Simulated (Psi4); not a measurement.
toluene (C$_{7}$H$_{8}$), singlet, at a GFN2-xTB geometry. Base run: Psi4 with B3LYP/def2-SVP.

Input for Psi4:
```
memory 2 GB

molecule mol {
0 1
  C    -2.400861   -0.093333    0.002877
  C    -0.903103   -0.032131    0.012584
  C    -0.149055   -1.188040    0.173211
  C     1.233345   -1.138534    0.161799
  C     1.883899    0.071158   -0.011041
  C     1.142750    1.228930   -0.172474
  C    -0.239818    1.175935   -0.160642
  H    -2.831019    0.854668    0.317638
  H    -2.761195   -0.881127    0.660799
  H    -2.757855   -0.308135   -1.005167
  H    -0.651361   -2.135614    0.309675
  H     1.804901   -2.046489    0.290024
  H     2.963253    0.111465   -0.018222
  H     1.643108    2.177214   -0.306473
  H    -0.812778    2.084109   -0.286158
}

set basis def2-svp
set reference rks

energy('b3lyp')
print_variables()
```

The base run was repeated with changes; each row names its change, and settings that it needs were set with it.

```csv
change,ΔE vs base (mEh),SCF cycles,grid points,basis functions,outcome
base,0.000,9,316113,138,converged
basis_guess = true,0.000,6,316113,138,converged
scf_type = cd,-,-,-,138,input refused
dft_radial_points = 99,0.000,9,415828,138,converged
scf_type = mem_df,0.000,9,316113,138,converged
puream = false,-10.520,9,316113,145,converged
dft_spherical_points = 434,0.008,9,454044,138,converged
e_convergence = 1e-4,0.000,9,316113,138,converged
d_convergence = 1e-4,0.000,8,316113,138,converged
dft_pruning_scheme = robust,0.000,9,215135,138,converged
scf_initial_accelerator = none,0.000,9,316113,138,converged
damping_percentage = 50,0.006,48,316113,138,converged
df_basis_scf = cc-pvtz-jkfit,-0.019,9,316113,138,converged
```

- scf_type = cd: ended with `Fatal Error: Not enough memory for CD.`
